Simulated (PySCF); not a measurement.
## Radial density of C⁺ (carbon, charge +1)

UHF, [He] 2s2 3d1, 2D determinant (an excited configuration). All numbers are calculated (PySCF 2.14, the spin-free X2C one-electron Hamiltonian (Gaussian nucleus), in x2c-TZVPPall with one added diffuse shell each of s, p, d type (6s4p3d1f, 40 functions)).

| r (bohr) | 4πr²ρ (e/bohr) | 4πr²(ρα − ρβ) |
| --- | --- | --- |
| 0.00388 | 0.02424 | 0.0000 |
| 0.00653 | 0.06627 | 0.0000 |
| 0.0110 | 0.1757 | -0.0001 |
| 0.0185 | 0.4520 | -0.0002 |
| 0.0311 | 1.095 | -0.0004 |
| 0.0523 | 2.400 | -0.0008 |
| 0.0879 | 4.438 | -0.0014 |
| 0.148 | 6.191 | -0.0016 |
| 0.249 | 5.404 | -0.0007 |
| 0.419 | 2.251 | 0.0001 |
| 0.704 | 1.111 | -0.0021 |
| 1.18 | 1.604 | 0.0152 |
| 1.99 | 0.6951 | 0.1071 |
| 3.35 | 0.3225 | 0.2956 |
| 5.63 | 0.1237 | 0.1236 |
| 9.48 | 6.253e-05 | 0.0001 |

Densities and radii are taken from the X2C orbitals without a picture-change correction, which distorts them close to the nucleus.

The outer electron is Rydberg-like, and this basis confines it to a smaller radius and binds it less than a complete one would.

Task: Where is the radial spin density 4πr²(ρα − ρβ) most negative, and why is it negative at all?

Result: Around r = 0.704 bohr, down to -0.0021 e/bohr: exchange with the open shell polarises the paired shells in an unrestricted calculation.
